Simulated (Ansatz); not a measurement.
Input for Ansatz (a program for electronic structure): R-CAM-B3LYP/def2-TZVPP on CH4BFO (SMILES COBF).

Ansatz 0.2 input:
```yaml
crystal:
  periodic: [false, false, false]
  atoms:
    - {symbol: C, position_ang: [-1.06586444, -0.12247491, 0.09135858]}
    - {symbol: O, position_ang: [0.03491834, 0.68171218, -0.34818386]}
    - {symbol: B, position_ang: [1.30676798, 0.29013834, -0.18335777]}
    - {symbol: F, position_ang: [1.59088249, -0.87848832, 0.40496310]}
    - {symbol: H, position_ang: [-1.05395994, -1.09633510, -0.39900543]}
    - {symbol: H, position_ang: [-1.03109008, -0.26681278, 1.17168692]}
    - {symbol: H, position_ang: [-1.97623703, 0.40892600, -0.17574256]}
    - {symbol: H, position_ang: [2.19458269, 0.98333456, -0.56171899]}
basis:
  gaussian:
    orbitals: def2-TZVPP
hamiltonian:
  xc: {name: CAM-B3LYP}
scf: {lower_state_search: off}
```

### Question
Give the final energy of this run.

### Answer
-240.5457 hartree.
